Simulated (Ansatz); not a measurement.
```yaml
crystal:
  periodic: [false, false, false]
  atoms:
    - {symbol: C, position_ang: [-0.766842, 0.681885, -0.719585]}
    - {symbol: O, position_ang: [-0.525094, -0.614152, -0.224241]}
    - {symbol: Sn, position_ang: [1.227179, -1.207644, 0.429407]}
    - {symbol: F, position_ang: [1.861490, 0.366629, 1.361360]}
    - {symbol: H, position_ang: [-0.483091, 0.767023, -1.775202]}
    - {symbol: H, position_ang: [-0.239540, 1.455055, -0.150701]}
    - {symbol: H, position_ang: [-1.841641, 0.872276, -0.644882]}
    - {symbol: H, position_ang: [0.859639, -2.378173, 1.667943]}
basis:
  gaussian: {orbitals: x2c-TZVPPall, fitting: {mean_field: cc-pVTZ-jkfit}}
total_charge: -1
hamiltonian: {xc: {name: M06-2X}}
scf: {lower_state_search: off}
output: {forces: true}
```

```sh
$ ansatz run in.yaml --threads 4 --pin off --events-out ev --progress --plain --max-ram 10444MiB
```

It prints (some lines left out):

```
Error: YAML parse error: error: line 15 column 19: hamiltonian.xc: no functional is named "M06-2X"; the names, which are not case-sensitive, are SVWN5, SPW92, PBE, PBE0, PBEsol, revPBE, revPBE0, RPBE, rPW86-PBE, HSE06, wPBEh, LC-wPBE, HISS, HF, BLYP, B3LYP, B3LYP5, BHLYP, CAM-B3LYP, r2SCAN, r2SCANh, r2SCAN0, r2SCAN50, m-r2SCAN, B97, wB97, wB97X, wB97X-V, B97M-V, wB97M-V, B2PLYP, B2GP-PLYP, PBE0-DH, PBE-QIDH
13 |   gaussian: {orbitals: x2c-TZVPPall, fitting: {mean_field: cc-pVTZ-jkfit}}
14 | total_charge: -1
15 | hamiltonian: {xc: {name: M06-2X}}
16 | scf: {lower_state_search: off}
17 | output: {forces: true}
```

In this input the method's name isn't one that the program takes here. The input was rejected before any iteration.
